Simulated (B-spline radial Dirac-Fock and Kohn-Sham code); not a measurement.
## Core-level shifts of erbium with charge state

Model: multi-electron Dirac-Fock with separately optimised hole states, Breit and Lamb-shift corrections added in first order. Program: an atomic code on a B-spline grid. Each ion is free and in its tabulated ground configuration. Correlation energy is missing from these numbers.

Reference: Er¹¹⁺, [Kr] 4d10 4f9 5s2, with K (1s) 57702.6 eV, L2 (2p1/2) 9482.8 eV, M3 (3p3/2) 2033.0 eV, M5 (3d5/2) 1629.0 eV, N2 (4p1/2) 581.7 eV, Kα1 (K-L3) 49126.3 eV, Kβ1 (K-M3) 55669.6 eV, Lα1 (L3-M5) 6947.3 eV. Shifts from it, in eV (a dash: the subshell is empty, belongs to an open shell averaged over j, or its hole state is left out as unreliable):

| ion | configuration | K (1s) | L2 (2p1/2) | M3 (3p3/2) | M5 (3d5/2) | N2 (4p1/2) | Kα1 | Kβ1 | Lα1 |
| --- | --- | --- | --- | --- | --- | --- | --- | --- | --- |
| Er¹²⁺ | [Kr] 4d10 4f8 5s2 | +34.2 | +34.9 | +36.1 | +35.9 | +33.0 | -0.81 | -1.83 | -0.89 |
| Er¹³⁺ | [Kr] 4d10 4f7 5s2 | +70.2 | +71.7 | +74.0 | +73.7 | +67.3 | -1.70 | -3.76 | -1.80 |
| Er¹⁴⁺ | [Kr] 4d10 4f7 5s1 | +98.5 | +99.4 | +100.7 | +100.6 | +92.9 | -1.02 | -2.14 | -1.03 |
| Er¹⁵⁺ | [Kr] 4d10 4f7 | +128.0 | +127.8 | +128.0 | +128.1 | +118.9 | +0.12 | +0.01 | -0.21 |
| Er¹⁶⁺ | [Kr] 4d10 4f6 | +167.5 | +168.1 | +169.4 | +169.4 | +155.9 | -0.78 | -1.83 | -1.04 |
| Er¹⁷⁺ | [Kr] 4d10 4f5 | +208.7 | +210.2 | +212.5 | +212.4 | +193.9 | -1.76 | -3.72 | -1.86 |
| Er¹⁸⁺ | [Kr] 4d10 4f4 | +251.5 | +253.9 | +257.2 | +257.0 | +233.1 | -2.81 | -5.65 | -2.65 |
| Er¹⁹⁺ | [Kr] 4d10 4f3 | +295.9 | +299.3 | +303.5 | +303.3 | +273.3 | -3.94 | -7.60 | -3.41 |
| Er²⁰⁺ | [Kr] 4d10 4f2 | +341.9 | +346.3 | +351.4 | +351.1 | +314.5 | -5.13 | -9.57 | -4.13 |
| Er²¹⁺ | [Kr] 4d10 4f1 | ? | ? | ? | ? | ? | ? | ? | ? |

Question: Give the missing shifts for Er²¹⁺.

Answer: K (1s) +389.3, L2 (2p1/2) +394.8, M3 (3p3/2) +400.9, M5 (3d5/2) +400.5, N2 (4p1/2) +356.7, Kα1 -6.40, Kβ1 -11.53, Lα1 -4.79 (eV).

Over this range K (1s) moves by +389.3 eV and Kα1 by -6.4 eV: a line is a difference of two levels that shift in the same direction.

Values without a named source are computed, but for edge energies of neutral atoms, which are taken from tables.
